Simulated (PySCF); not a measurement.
C3H5 (SMILES [CH2]C=C), doublet, at a GFN2-xTB geometry; PySCF with B3LYP/def2-SVP.

PySCF was given this input:
```python
from pyscf import gto, scf, dft

mol = gto.Mole()
mol.atom = '''
    C     1.219304   -0.012559   -0.151920
    C    -0.050356    0.420887    0.136223
    H     1.396419   -1.020277   -0.484940
    H     2.071795    0.634233   -0.055479
    H    -0.172892    1.445064    0.467704
    C    -1.174911   -0.358483    0.031830
    H    -2.150568    0.024173    0.268577
    H    -1.108971   -1.382263   -0.292658
'''
mol.basis = 'def2-svp'
mol.charge = 0
mol.spin = 1
mol.verbose = 4
mol.build()

mf = dft.UKS(mol)
mf.xc = 'b3lyp'
mf.kernel()
```

What the program printed (banner, timings and long lists left out):

```
PySCF version 2.14.0

[INPUT] verbose = 4
[INPUT] num. atoms = 8
[INPUT] num. electrons = 23
[INPUT] charge = 0
[INPUT] spin (= nelec alpha-beta = 2S) = 1
[INPUT] symmetry False subgroup None
[INPUT] Mole.unit = angstrom
[INPUT] Symbol           X                Y                Z      unit          X                Y                Z       unit  Magmom
[INPUT]  1 C      1.219304000000  -0.012559000000  -0.151920000000 AA    2.304150622587  -0.023733070398  -0.287087192844 Bohr   0.0
[INPUT]  2 C     -0.050356000000   0.420887000000   0.136223000000 AA   -0.095159048729   0.795361159390   0.257424161867 Bohr   0.0
[INPUT]  3 H      1.396419000000  -1.020277000000  -0.484940000000 AA    2.638849465139  -1.928044101193  -0.916403786847 Bohr   0.0
[INPUT]  4 H      2.071795000000   0.634233000000  -0.055479000000 AA    3.915125136243   1.198526669161  -0.104840115665 Bohr   0.0
[INPUT]  5 H     -0.172892000000   1.445064000000   0.467704000000 AA   -0.326718529128   2.730775192468   0.883832467364 Bohr   0.0
[INPUT]  6 C     -1.174911000000  -0.358483000000   0.031830000000 AA   -2.220260010739  -0.677434690312   0.060149982545 Bohr   0.0
[INPUT]  7 H     -2.150568000000   0.024173000000   0.268577000000 AA   -4.063984532254   0.045680349609   0.507536973357 Bohr   0.0
[INPUT]  8 H     -1.108971000000  -1.382263000000  -0.292658000000 AA   -2.095651470085  -2.612098502120  -0.553043468163 Bohr   0.0

nuclear repulsion = 65.4960297079959
number of shells = 33
number of NR pGTOs = 107
number of NR cGTOs = 67
basis = def2-svp
ecp = {}

******** <class 'pyscf.dft.uks.UKS'> ********
method = UKS
initial guess = minao
damping factor = 0
level_shift factor = 0
DIIS = <class 'pyscf.scf.diis.CDIIS'>
diis_start_cycle = 1
diis_space = 8
diis_damp = 0
SCF conv_tol = 1e-09
SCF conv_tol_grad = None
SCF max_cycles = 50
direct_scf = True
direct_scf_tol = 1e-13
number electrons alpha = 12  beta = 11
XC library pyscf.dft.libxc version 7.1.2
    S. Lehtola, C. Steigemann, M. J. T. Oliveira, and M. A. L. Marques,  SoftwareX 7, 1–5 (2018)
XC functionals = b3lyp
    P. J. Stephens, F. J. Devlin, C. F. Chabalowski, and M. J. Frisch,  J. Phys. Chem. 98, 11623 (1994)
radial grids:
    Treutler-Ahlrichs [JCP 102, 346 (1995); DOI:10.1063/1.469408] (M4) radial grids

becke partition: Becke, JCP 88, 2547 (1988); DOI:10.1063/1.454033
pruning grids: <function nwchem_prune>
grids dens level: 3
symmetrized grids: False
atomic radii adjust function: <function treutler_atomic_radii_adjust>
small_rho_cutoff = 0
Set gradient conv threshold to 3.16228e-05
tot grids = 91400
init E= -117.305387973394

cycle= 1 E= -117.149927438136  delta_E= 0.155  |g|= 0.193  |ddm|= 1.99
cycle= 2 E= -117.152349263566  delta_E= -0.00242  |g|= 0.198  |ddm|= 0.429
cycle= 3 E= -117.175083279789  delta_E= -0.0227  |g|= 0.019  |ddm|= 0.222
cycle= 4 E= -117.175358465231  delta_E= -0.000275  |g|= 0.0169  |ddm|= 0.0348
cycle= 5 E= -117.175556947082  delta_E= -0.000198  |g|= 0.00339  |ddm|= 0.0183
cycle= 6 E= -117.175582656203  delta_E= -2.57e-05  |g|= 0.0009  |ddm|= 0.0106
cycle= 7 E= -117.175583530867  delta_E= -8.75e-07  |g|= 0.000147  |ddm|= 0.00203
cycle= 8 E= -117.175583551878  delta_E= -2.1e-08  |g|= 4.43e-05  |ddm|= 0.000308
cycle= 9 E= -117.17558355402  delta_E= -2.14e-09  |g|= 7.2e-06  |ddm|= 9.97e-05
cycle= 10 E= -117.175583554091  delta_E= -7.11e-11  |g|= 1.11e-06  |ddm|= 1.9e-05
Extra cycle  E= -117.175583554093  delta_E= -1.28e-12  |g|= 1.19e-06  |ddm|= 2.62e-06
converged SCF energy = -117.175583554093  <S^2> = 0.77844531  2S+1 = 2.0282458
```
